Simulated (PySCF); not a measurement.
GaS at PBE0

Level: PBE0. Ga cc-pVTZ-PP with ECP10, S cc-pV(T+d)Z; scalar-relativistic core potentials (PySCF 2.14).

```json
{
 "state": "²Π (doublet), unpaired electrons π ↑, a second solution, started from another occupation",
 "bond length": "2.320 Å",
 "harmonic wavenumber": "335 cm⁻¹",
 "force constant": "1.44 mdyn/Å",
 "rotational constant Be": "0.1433 cm⁻¹",
 "anharmonicity ωexe": "1.09 cm⁻¹",
 "vibration–rotation constant αe": "0.000743 cm⁻¹",
 "energy of the minimum from ground-state Ga + S": "-3.39 eV",
 "bond order (Mayer)": "1.09",
 "dipole moment (positive dipole means Ga(−)S(+))": "-1.95 D"
}
```

Spin–orbit coupling is left out.
